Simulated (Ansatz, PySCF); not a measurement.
AsF2H3Si, SMILES F[SiH](F)[AsH2]. Atoms are numbered in the order given.

```xyz
7

Si    -1.0154     0.3839     0.0000
F     -1.6759    -0.3161    -1.3035
F     -1.6759    -0.3161     1.3035
As     1.2957    -0.1020     0.0000
H     -1.4224     1.8088     0.0000
H      1.5230     0.9373     1.1017
H      1.5230     0.9373    -1.1017
```
Charge 0, spin multiplicity 1.

Geometry optimised at B3LYP-D3(BJ)/def2-SVP.

Vertical ionisation energy (IE) and electron affinity (EA) in eV. Rows of orbital energies are one-electron estimates. Where ΔSCF, EOM or ADC give a negative EA the extra electron is unbound and the value depends on the basis.

```json
[
 {"level": "−ε(HOMO), −ε(LUMO), PBE0/def2-TZVP (PySCF)", "IE": "8.03", "EA": "0.15"},
 {"level": "−ε(HOMO), −ε(LUMO), PBE/def2-TZVP (PySCF)", "IE": "6.90", "EA": "1.02"},
 {"level": "ΔSCF, PBE0/def2-SVPD (Ansatz), final states of multiplicity 2 and 2", "IE": "10.26", "EA": "-1.21"},
 {"level": "ΔSCF, PBE/def2-SVPD (Ansatz), final states of multiplicity 2 and 2", "IE": "(withheld)", "EA": "(withheld)"}
]
```

### Question
Some entries are withheld; supply them. (An estimate is asked for; the answer gives what the named calculation found.)

### Answer

- ΔSCF, PBE/def2-SVPD (Ansatz, a quantum-chemistry and plane-wave program), final states of multiplicity 2 and 2, IE: 10.07
- ΔSCF, PBE/def2-SVPD (Ansatz), final states of multiplicity 2 and 2, EA: -1.06

### Question
What vertical singlet–triplet gap does ΔSCF give with PBE0/def2-SVPD (Ansatz) and with PBE/def2-SVPD (Ansatz)? (The exact figures need the calculation; the answer reports its results.)

### Answer
5.53 and 5.39 eV (triplet above singlet where positive).
